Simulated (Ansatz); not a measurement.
Ansatz (a first-principles code) input file for CH12OSi4, SMILES O[Si@H](C[SiH3])[SiH2][SiH3], PBE-D3(BJ)/def2-SVP. 

Ansatz 0.2 input:
```yaml
crystal:
  periodic: [false, false, false]
  atoms:
    - {symbol: O, position_ang: [-1.11620462, -1.30884884, -1.96340692]}
    - {symbol: Si, position_ang: [-0.05240339, -1.21805327, -0.67343866]}
    - {symbol: C, position_ang: [-0.96797005, -1.07511985, 0.96416899]}
    - {symbol: Si, position_ang: [-2.25336888, 0.30103717, 1.01415831]}
    - {symbol: Si, position_ang: [1.24901664, 0.70332371, -1.01249417]}
    - {symbol: Si, position_ang: [2.14869300, 1.33428708, 1.06058298]}
    - {symbol: H, position_ang: [-1.66830731, -2.09504284, -2.01555751]}
    - {symbol: H, position_ang: [0.83074535, -2.43139253, -0.62710739]}
    - {symbol: H, position_ang: [-0.22220688, -0.89455616, 1.75957514]}
    - {symbol: H, position_ang: [-1.45726394, -2.03454802, 1.20825606]}
    - {symbol: H, position_ang: [-2.75619167, 0.51091417, 2.40694928]}
    - {symbol: H, position_ang: [-1.65126338, 1.58219352, 0.53104999]}
    - {symbol: H, position_ang: [-3.41498197, -0.03778501, 0.13821950]}
    - {symbol: H, position_ang: [2.36196246, 0.43203813, -1.97657167]}
    - {symbol: H, position_ang: [0.41262043, 1.82240680, -1.54785119]}
    - {symbol: H, position_ang: [3.06995638, 2.50604420, 0.94708581]}
    - {symbol: H, position_ang: [1.03945978, 1.68690682, 2.00243064]}
    - {symbol: H, position_ang: [2.90580514, 0.18600519, 1.65244453]}
basis:
  gaussian:
    orbitals: def2-SVP
hamiltonian:
  xc: pbe
  dispersion: d3bj
relax: {f_tol: 0.002, max_steps: 200}
```

It prints:

```
WARN ansatz: RAYON_NUM_THREADS=2 ignored (pool sized by the plan → 2); use --threads N
Functional definition: PBE
integrals: 0.13 GiB planned
1781 factors; their error is unknown
mean field: 0.64 GiB planned
mean field evaluation 1: about -34746.7364 eV, gradient 7.3e1 eV
mean field evaluation 2: about -34716.5566 eV, gradient 1.3e2 eV
mean field evaluation 4: about -34757.8788 eV, gradient 1.3e1 eV
mean field evaluation 8: about -34758.2728 eV, gradient 1.7e-1 eV
mean field evaluation 16: about -34758.1317 eV, gradient 4.9e-4 eV
mean field -34758.13173661 eV, -1277.3377814124 hartree, gradient 2.9e-5 eV, S^2 0.000000; 0 other end points of the search recorded, 0 dependent functions left out
the calculation of the forces begins
reference -34758.13178639 eV, -1277.3377832418 hartree; 41, 41 occupied and 119, 119 virtual orbitals, 1781 factors
relax step   1: F+E_penalty+E_count = -34758.66169777 eV  Δ(F+E_penalty+E_count) = +0.000e0 eV  max|allowed force component| = 4.632e-1 eV/Å  Δτ_max = 0.0000 Å  (29 SCF iters, accepted)
these checks for a lower state are left out or cut short: starts, cluster_reference, orbital_swaps, neighbouring_geometries, increment
integrals: 0.13 GiB planned
1781 factors; their error is unknown
mean field: 0.64 GiB planned
mean field -34758.15308602 eV, -1277.3385659888 hartree, gradient 1.8e-5 eV, S^2 0.000000; 0 other end points of the search recorded, 0 dependent functions left out
the calculation of the forces begins
reference -34758.15313602 eV, -1277.3385678263 hartree; 41, 41 occupied and 119, 119 virtual orbitals, 1781 factors
relax step   2: F+E_penalty+E_count = -34758.68004666 eV  Δ(F+E_penalty+E_count) = -1.835e-2 eV  max|allowed force component| = 2.120e-1 eV/Å  Δτ_max = 0.0195 Å  (31 SCF iters, accepted)
these checks for a lower state are left out or cut short: starts, cluster_reference, orbital_swaps, neighbouring_geometries, increment
integrals: 0.13 GiB planned
1781 factors; their error is unknown
mean field: 0.64 GiB planned
mean field evaluation 32: about -34758.1567 eV, gradient 1.9e-5 eV
mean field -34758.15671616 eV, -1277.3386993940 hartree, gradient 1.9e-5 eV, S^2 0.000000; 0 other end points of the search recorded, 0 dependent functions left out
the calculation of the forces begins
reference -34758.15676621 eV, -1277.3387012334 hartree; 41, 41 occupied and 119, 119 virtual orbitals, 1781 factors
relax step   3: F+E_penalty+E_count = -34758.68267733 eV  Δ(F+E_penalty+E_count) = -2.631e-3 eV  max|allowed force component| = 8.190e-2 eV/Å  Δτ_max = 0.0097 Å  (31 SCF iters, accepted)
these checks for a lower state are left out or cut short: starts, cluster_reference, orbital_swaps, neighbouring_geometries, increment
integrals: 0.13 GiB planned
1781 factors; their error is unknown
mean field: 0.64 GiB planned
mean field -34758.15676060 eV, -1277.3387010273 hartree, gradient 1.9e-5 eV, S^2 0.000000; 0 other end points of the search recorded, 0 dependent functions left out
the calculation of the forces begins
reference -34758.15681062 eV, -1277.3387028654 hartree; 41, 41 occupied and 119, 119 virtual orbitals, 1781 factors
relax step   4: F+E_penalty+E_count = -34758.68293285 eV  Δ(F+E_penalty+E_count) = -2.555e-4 eV  max|allowed force component| = 1.186e-1 eV/Å  Δτ_max = 0.0176 Å  (30 SCF iters, accepted)
these checks for a lower state are left out or cut short: starts, cluster_reference, orbital_swaps, neighbouring_geometries, increment
integrals: 0.13 GiB planned
1781 factors; their error is unknown
mean field: 0.64 GiB planned
mean field -34758.15740499 eV, -1277.3387247080 hartree, gradient 1.9e-5 eV, S^2 0.000000; 0 other end points of the search recorded, 0 dependent functions left out
the calculation of the forces begins
reference -34758.15745506 eV, -1277.3387265482 hartree; 41, 41 occupied and 119, 119 virtual orbitals, 1781 factors
relax step   5: F+E_penalty+E_count = -34758.68316825 eV  Δ(F+E_penalty+E_count) = -2.354e-4 eV  max|allowed force component| = 1.678e-2 eV/Å  Δτ_max = 0.0119 Å  (30 SCF iters, accepted)
these checks for a lower state are left out or cut short: starts, cluster_reference, orbital_swaps, neighbouring_geometries, increment
integrals: 0.13 GiB planned
1781 factors; their error is unknown
mean field: 0.64 GiB planned
mean field -34758.15745363 eV, -1277.3387264955 hartree, gradient 9.0e-6 eV, S^2 0.000000; 0 other end points of the search recorded, 0 dependent functions left out
the calculation of the forces begins
reference -34758.15750368 eV, -1277.3387283349 hartree; 41, 41 occupied and 119, 119 virtual orbitals, 1781 factors
relax step   6: F+E_penalty+E_count = -34758.68333409 eV  Δ(F+E_penalty+E_count) = -1.658e-4 eV  max|allowed force component| = 7.641e-3 eV/Å  Δτ_max = 0.0077 Å  (24 SCF iters, accepted)
these checks for a lower state are left out or cut short: starts, cluster_reference, orbital_swaps, neighbouring_geometries, increment
integrals: 0.13 GiB planned
1781 factors; their error is unknown
mean field: 0.64 GiB planned
mean field -34758.15755500 eV, -1277.3387302207 hartree, gradient 1.5e-5 eV, S^2 0.000000; 0 other end points of the search recorded, 0 dependent functions left out
the calculation of the forces begins
reference -34758.15760505 eV, -1277.3387320602 hartree; 41, 41 occupied and 119, 119 virtual orbitals, 1781 factors
relax step   7: F+E_penalty+E_count = -34758.68335391 eV  Δ(F+E_penalty+E_count) = -1.983e-5 eV  max|allowed force component| = 3.461e-3 eV/Å  Δτ_max = 0.0067 Å  (23 SCF iters, accepted)
these checks for a lower state are left out or cut short: starts, cluster_reference, orbital_swaps, neighbouring_geometries, increment
integrals: 0.13 GiB planned
1781 factors; their error is unknown
mean field: 0.64 GiB planned
mean field evaluation 64: about -34758.1576 eV, gradient 6.7e-6 eV
mean field -34758.15764436 eV, -1277.3387335047 hartree, gradient 6.7e-6 eV, S^2 0.000000; 0 other end points of the search recorded, 0 dependent functions left out
the calculation of the forces begins
reference -34758.15769442 eV, -1277.3387353443 hartree; 41, 41 occupied and 119, 119 virtual orbitals, 1781 factors
relax step   8: F+E_penalty+E_count = -34758.68335958 eV  Δ(F+E_penalty+E_count) = -5.663e-6 eV  max|allowed force component| = 2.554e-3 eV/Å  Δτ_max = 0.0040 Å  (23 SCF iters, accepted)
these checks for a lower state are left out or cut short: starts, cluster_reference, orbital_swaps, neighbouring_geometries, increment
integrals: 0.13 GiB planned
1781 factors; their error is unknown
mean field: 0.64 GiB planned
mean field -34758.15773281 eV, -1277.3387367552 hartree, gradient 6.4e-6 eV, S^2 0.000000; 0 other end points of the search recorded, 0 dependent functions left out
the calculation of the forces begins
reference -34758.15778287 eV, -1277.3387385950 hartree; 41, 41 occupied and 119, 119 virtual orbitals, 1781 factors
relax step   9: F+E_penalty+E_count = -34758.68336338 eV  Δ(F+E_penalty+E_count) = -3.807e-6 eV  max|allowed force component| = 1.436e-3 eV/Å  Δτ_max = 0.0029 Å  (23 SCF iters, accepted)
these checks for a lower state are left out or cut short: starts, cluster_reference, orbital_swaps, neighbouring_geometries, increment
integrals: 0.13 GiB planned
1781 factors; their error is unknown
mean field: 0.64 GiB planned
mean field -34758.15785778 eV, -1277.3387413480 hartree, gradient 1.3e-5 eV, S^2 0.000000; 0 other end points of the search recorded, 0 dependent functions left out
the calculation of the forces begins
reference -34758.15790785 eV, -1277.3387431880 hartree; 41, 41 occupied and 119, 119 virtual orbitals, 1781 factors
relax step  10: F+E_penalty+E_count = -34758.68336745 eV  Δ(F+E_penalty+E_count) = -4.070e-6 eV  max|allowed force component| = 2.910e-3 eV/Å  Δτ_max = 0.0048 Å  (23 SCF iters, accepted)
these checks for a lower state are left out or cut short: starts, cluster_reference, orbital_swaps, neighbouring_geometries, increment
integrals: 0.13 GiB planned
1781 factors; their error is unknown
mean field: 0.64 GiB planned
mean field -34758.15790677 eV, -1277.3387431482 hartree, gradient 8.7e-6 eV, S^2 0.000000; 0 other end points of the search recorded, 0 dependent functions left out
the calculation of the forces begins
reference -34758.15795684 eV, -1277.3387449884 hartree; 41, 41 occupied and 119, 119 virtual orbitals, 1781 factors
relax step  11: F+E_penalty+E_count = -34758.68337028 eV  Δ(F+E_penalty+E_count) = -2.830e-6 eV  max|allowed force component| = 3.359e-3 eV/Å  Δτ_max = 0.0032 Å  (23 SCF iters, accepted)
these checks for a lower state are left out or cut short: starts, cluster_reference, orbital_swaps, neighbouring_geometries, increment
integrals: 0.13 GiB planned
1781 factors; their error is unknown
mean field: 0.64 GiB planned
mean field -34758.15790762 eV, -1277.3387431794 hartree, gradient 1.7e-5 eV, S^2 0.000000; 0 other end points of the search recorded, 0 dependent functions left out
the calculation of the forces begins
reference -34758.15795770 eV, -1277.3387450196 hartree; 41, 41 occupied and 119, 119 virtual orbitals, 1781 factors
relax step  12: F+E_penalty+E_count = -34758.68337173 eV  Δ(F+E_penalty+E_count) = -1.447e-6 eV  max|allowed force component| = 1.951e-3 eV/Å  Δτ_max = 0.0021 Å  (22 SCF iters, accepted)
these checks for a lower state are left out or cut short: starts, cluster_reference, orbital_swaps, neighbouring_geometries, increment
integrals: 0.13 GiB planned
1781 factors; their error is unknown
mean field: 0.64 GiB planned
mean field -34758.15786864 eV, -1277.3387417468 hartree, gradient 1.6e-5 eV, S^2 0.000000; 0 other end points of the search recorded, 0 dependent functions left out
the calculation of the forces begins
reference -34758.15791871 eV, -1277.3387435870 hartree; 41, 41 occupied and 119, 119 virtual orbitals, 1781 factors
relax step  13: F+E_penalty+E_count = -34758.68337211 eV  Δ(F+E_penalty+E_count) = -3.769e-7 eV  max|allowed force component| = 1.472e-3 eV/Å  Δτ_max = 0.0020 Å  (22 SCF iters, accepted)
integrals: 0.13 GiB planned
1781 factors; their error is unknown
mean field: 0.64 GiB planned
mean field evaluation 96: about -34758.3029 eV, gradient 1.9e-1 eV
mean field -34758.15786864 eV, -1277.3387417468 hartree, gradient 1.6e-5 eV, S^2 0.000000; 1 other end points of the search recorded, 0 dependent functions left out
the calculation of the forces begins
reference -34758.15791871 eV, -1277.3387435870 hartree; 41, 41 occupied and 119, 119 virtual orbitals, 1781 factors
Total energy: -34758.68342218 eV, -1277.3580554834 hartree
Atom 0 at    -1.124915    -1.292535    -1.982036 Å, force    -0.000586     0.000341    -0.000498 eV/Å
Atom 1 at    -0.051770    -1.219891    -0.676151 Å, force    -0.000747    -0.000052     0.000846 eV/Å
Atom 2 at    -0.969826    -1.076869     0.975047 Å, force    -0.000448    -0.000881     0.000006 eV/Å
Atom 3 at    -2.278257     0.293653     1.012262 Å, force    -0.000150    -0.000285    -0.000340 eV/Å
Atom 4 at     1.261484     0.703807    -1.015730 Å, force     0.001472     0.000110    -0.000372 eV/Å
Atom 5 at     2.170992     1.335595     1.061174 Å, force    -0.000974     0.000151    -0.000333 eV/Å
Atom 6 at    -1.686082    -2.087775    -2.011410 Å, force     0.000895     0.000163     0.000785 eV/Å
Atom 7 at     0.834855    -2.445631    -0.631585 Å, force     0.000110    -0.000062    -0.000495 eV/Å
Atom 8 at    -0.218795    -0.878349     1.772231 Å, force     0.000139    -0.000011     0.000221 eV/Å
Atom 9 at    -1.449756    -2.047241     1.229765 Å, force     0.000028     0.000639     0.000010 eV/Å
Atom 10 at    -2.794189     0.506956     2.410939 Å, force     0.000080     0.000055     0.000139 eV/Å
Atom 11 at    -1.683440     1.586911     0.522179 Å, force     0.000007     0.000246    -0.000124 eV/Å
Atom 12 at    -3.440199    -0.064441     0.127125 Å, force     0.000098    -0.000039     0.000089 eV/Å
Atom 13 at     2.376828     0.431795    -1.992652 Å, force     0.000196     0.000346    -0.000403 eV/Å
Atom 14 at     0.421561     1.834208    -1.550916 Å, force    -0.000151    -0.000347     0.000115 eV/Å
Atom 15 at     3.099744     2.514857     0.947803 Å, force    -0.000082    -0.000228    -0.000143 eV/Å
Atom 16 at     1.056204     1.693382     2.010706 Å, force     0.000103     0.000053     0.000405 eV/Å
Atom 17 at     2.933656     0.181377     1.659743 Å, force     0.000010    -0.000198     0.000094 eV/Å
Dipole moment:    -0.119181    -0.368464     0.122455 e Å
```

The calculation finished and met its thresholds.
